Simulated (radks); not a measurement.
Question: The mean radii <r> (bohr) of the occupied orbitals of an atom or ion are listed with their occupations. All-electron calculation, non-relativistic Kohn-Sham, SCAN, spin-unpolarised, spherical densities, point nucleus; meta-GGA in the generalised Kohn-Sham scheme. Program: a radial shooting solver on a logarithmic mesh with Libxc functionals.

orbital  occ.     <r>
1s          1  0.1532
2s          2  0.7271
2p          3  0.6585

Name the element and its charge.

Answer: Z = 10, neon, charge +4: Ne4+ in 1s1 2s2 2p3. The 1s radius gives Z: for a bare nucleus <r> = 1.5/Z, 0.15 bohr for Z = 10, and screening makes it slightly larger (0.1532 here). The occupations add up to 6, and the charge is Z minus that.
